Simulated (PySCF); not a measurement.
# Radial density of Si⁺ (silicon, charge +1)

TPSSh, [Ne] 3s2 3p1, 2P determinant. Calculation: PySCF 2.14, in aug-cc-pCVTZ-DK with one added diffuse shell each of s, p, d, f type (9s8p6d4f, 91 functions); scalar relativity by spin-free X2C-1e.

```json
{"r (bohr)": "0.00151", "4πr²ρ (e/bohr)": "0.05791", "4πr²(ρα − ρβ)": "0.0000"}
{"r (bohr)": "0.00254", "4πr²ρ (e/bohr)": "0.1521", "4πr²(ρα − ρβ)": "0.0000"}
{"r (bohr)": "0.00427", "4πr²ρ (e/bohr)": "0.3956", "4πr²(ρα − ρβ)": "0.0000"}
{"r (bohr)": "0.00718", "4πr²ρ (e/bohr)": "1.002", "4πr²(ρα − ρβ)": "0.0000"}
{"r (bohr)": "0.0121", "4πr²ρ (e/bohr)": "2.417", "4πr²(ρα − ρβ)": "0.0000"}
{"r (bohr)": "0.0203", "4πr²ρ (e/bohr)": "5.339", "4πr²(ρα − ρβ)": "0.0000"}
{"r (bohr)": "0.0342", "4πr²ρ (e/bohr)": "10.15", "4πr²(ρα − ρβ)": "0.0003"}
{"r (bohr)": "0.0575", "4πr²ρ (e/bohr)": "15.00", "4πr²(ρα − ρβ)": "0.0024"}
{"r (bohr)": "0.0967", "4πr²ρ (e/bohr)": "14.94", "4πr²(ρα − ρβ)": "0.0125"}
{"r (bohr)": "0.163", "4πr²ρ (e/bohr)": "10.24", "4πr²(ρα − ρβ)": "0.0434"}
{"r (bohr)": "0.274", "4πr²ρ (e/bohr)": "11.61", "4πr²(ρα − ρβ)": "0.0868"}
{"r (bohr)": "0.460", "4πr²ρ (e/bohr)": "13.94", "4πr²(ρα − ρβ)": "0.0568"}
{"r (bohr)": "0.774", "4πr²ρ (e/bohr)": "5.992", "4πr²(ρα − ρβ)": "-0.0009"}
{"r (bohr)": "1.30", "4πr²ρ (e/bohr)": "1.642", "4πr²(ρα − ρβ)": "0.2484"}
{"r (bohr)": "2.19", "4πr²ρ (e/bohr)": "1.440", "4πr²(ρα − ρβ)": "0.4704"}
{"r (bohr)": "3.68", "4πr²ρ (e/bohr)": "0.2610", "4πr²(ρα − ρβ)": "0.1271"}
{"r (bohr)": "6.19", "4πr²ρ (e/bohr)": "0.006552", "4πr²(ρα − ρβ)": "0.0052"}
```

Densities and radii are taken from the X2C orbitals without a picture-change correction, which distorts them close to the nucleus.
